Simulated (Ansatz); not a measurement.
Computed with Ansatz.

Basis-set series for C$_{5}$H$_{15}$O$_{5}$Ta, SMILES `C[O][Ta]([O]C)([O]C)([O]C)[O]C`. The species carries charge 0 and has multiplicity 1. Ta: def2 effective core potential. All single points use the PBE0-D4/def2-TZVP geometry. It is one conformer, not always the lowest.

```xyz
26

C     0.3456   -2.8379    0.9563
O     0.2552   -1.4460    1.0424
Ta    0.2570    0.0047   -0.2136
O    -0.0579    1.1370    1.3079
C    -0.5313    1.1583    2.6127
O    -1.3473    0.6779   -1.0216
C    -2.2721    1.6830   -0.7288
O     1.9058    0.8554   -0.6038
C     2.6959    1.8781   -0.0697
O     0.3464   -1.2324   -1.6643
C    -0.3311   -1.8780   -2.6876
H    -0.6048   -3.2960    1.2501
H     0.5932   -3.1610   -0.0604
H     1.1237   -3.1987    1.6366
H     0.0560    1.8564    3.2189
H    -0.4594    0.1587    3.0580
H    -1.5794    1.4792    2.6461
H    -3.2619    1.2445   -0.5633
H    -2.3432    2.3781   -1.5719
H    -1.9812    2.2461    0.1645
H     3.6612    1.4728    0.2487
H     2.8760    2.6417   -0.8324
H     2.2040    2.3438    0.7910
H    -0.6169   -2.8941   -2.3909
H     0.3063   -1.9487   -3.5752
H    -1.2400   -1.3230   -2.9496
```

```csv
functional,basis,functions,energy (Eh),HOMO (eV),LUMO (eV)
PBE0-D4,def2-SVP,247,-631.83564,-7.55,-0.22
PBE0-D4,def2-TZVPP,576,-632.52002,-7.64,-0.26
ωB97M-V,def2-SVP,247,-632.14338,-9.94,1.90
ωB97M-V,def2-TZVPP,576,-632.85233,-10.02,1.72
```

Give the rows for def2-QZVPP. (An estimate is asked.)

The calculation gave: 
```json
{"functional": "PBE0-D4", "basis": "def2-QZVPP", "functions": "1101", "energy (Eh)": "-632.55226", "HOMO (eV)": "-7.66", "LUMO (eV)": "-0.30"}
{"functional": "ωB97M-V", "basis": "def2-QZVPP", "functions": "1101", "energy (Eh)": "-632.88335", "HOMO (eV)": "-10.04", "LUMO (eV)": "1.15"}
```

Positive LUMOs are unbound and depend on the basis.
